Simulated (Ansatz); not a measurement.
**Molecular dynamics of BF₂H₃O**

Input:

```yaml
crystal:
  periodic: [false, false, false]
  atoms:
    - { symbol: B, position_ang: [0.014726, 0.121668, 0.113509] }
    - { symbol: O, position_ang: [0.00621, -0.075516, 1.606949] }
    - { symbol: H, position_ang: [-0.870907, -0.388186, 1.887723] }
    - { symbol: H, position_ang: [1.023727, -0.166791, -0.442961] }
    - { symbol: F, position_ang: [-1.175459, -0.13873, -0.454307] }
    - { symbol: F, position_ang: [0.079731, 1.759072, 0.449302] }
    - { symbol: H, position_ang: [0.022969, 1.210682, 1.422886] }
basis:
  gaussian: { orbitals: "6-31G*" }
hamiltonian:
  xc: b3lyp
  dispersion: d4
md:
  timestep: 0.5
  n_steps: 200
  ensemble: nve
  temperature: 300.0
  initial_velocities: maxwell_boltzmann
  seed: 7999
```

Launched with:

```bash
$ ansatz run input.yaml --threads 1 --pin off --max-ram 2048MiB --backend cpu --events-out ev --progress --plain --runs-dir out
```

It starts at the highest image of a converged band, a first-order saddle point between two minima.

Output, in part (step lines, the closing report, with atoms numbered from 0):

```
md step     0: t =     0.00 fs  T =   300.0 K  F+E_penalty+E_count = -8208.00362759 eV  E_kin = 0.193890 eV  conserved = -8207.80973759 eV  (24 SCF iters)
[... lines left out ...]
Total energy: -8208.41114883 eV, -301.6535458587 hartree
Atom 0 at     0.092925     0.758911    -0.401206 Å, force    -0.084088    -2.457088     1.190589 eV/Å
Atom 1 at    -0.095484    -0.952977     2.578235 Å, force     1.504748    -0.530848     1.047299 eV/Å
Atom 2 at    -0.673672    -0.984759     1.851982 Å, force    -1.397707    -0.384099    -1.989840 eV/Å
Atom 3 at     1.211750     0.186221    -0.352177 Å, force    -1.424738     0.539485    -0.444833 eV/Å
Atom 4 at    -1.081437     0.030035    -0.303317 Å, force     1.808609     1.131135    -0.347465 eV/Å
Atom 5 at     0.026661     2.051304    -0.312748 Å, force    -0.251963     0.704029    -0.256131 eV/Å
Atom 6 at    -0.358663    -0.141303     2.988524 Å, force    -0.154862     0.997385     0.800380 eV/Å
Dipole moment:    -0.136545     0.286318    -0.184131 e Å
```

The steps, from the saved trajectory:

```csv
time (fs),T (K),potential energy less start (eV),conserved less start (meV/atom)
0.0,300,0.000,0.00
3.0,182,0.077,0.21
6.0,68,0.153,0.43
9.0,216,0.054,0.03
12.0,192,0.071,0.22
15.0,252,0.034,0.40
18.0,515,-0.139,0.08
21.0,813,-0.330,0.15
24.0,1030,-0.469,0.41
27.0,1439,-0.737,-0.17
30.0,1179,-0.567,0.19
33.0,927,-0.402,0.48
36.0,1361,-0.687,-0.19
39.0,1308,-0.650,0.23
42.0,1168,-0.558,0.42
45.0,1310,-0.654,-0.14
48.0,1138,-0.540,0.24
51.0,1082,-0.502,0.45
54.0,1385,-0.702,-0.17
57.0,1288,-0.637,0.19
60.0,1185,-0.569,0.39
63.0,1237,-0.607,-0.15
66.0,1009,-0.457,0.23
69.0,1055,-0.485,0.44
72.0,1442,-0.740,-0.26
75.0,1089,-0.508,0.18
78.0,801,-0.321,0.46
81.0,1035,-0.476,-0.12
84.0,1133,-0.538,0.12
87.0,1015,-0.459,0.39
90.0,1076,-0.502,-0.15
93.0,928,-0.405,0.14
96.0,872,-0.367,0.39
99.0,1079,-0.505,-0.17
```

The run went to its last step. The conserved energy stayed within 0.67 meV per atom of its start (net change 0.078 meV per atom), so the integration is sound. The system heated up, since it started high on the potential surface and ran downhill. A run of 0.1 ps of so small a system gives no equilibrium averages. The orbitals stay closed-shell, which can raise the energy where a bond breaks towards radicals; this wasn't checked here.

The step under study would form B1–F6, O2–H7 and break B1–O2, F6–H7. These pairs go: B1–F6 1.67 → 1.30 Å, O2–H7 1.30 → 0.95 Å, B1–O2 1.51 → 3.44 Å, F6–H7 1.12 → 3.98 Å. In the last frame they stand as after the step (other bonds may differ from the relaxed reactants and products). It ends as BF2H + H2O. Pairs count as bonded within 1.25 times the sum of covalent radii (0.12 Å more for H–H).

Last frame:

```xyz
7
Properties=species:S:1:pos:R:3
B 0.093 0.759 -0.401
O -0.096 -0.953 2.578
H -0.674 -0.985 1.852
H 1.212 0.186 -0.352
F -1.081 0.030 -0.303
F 0.027 2.051 -0.313
H -0.359 -0.141 2.989
```

Run time: 5.6 min on 1 thread of Arm Neoverse V1, on a shared host, peak memory 0.11 GiB.
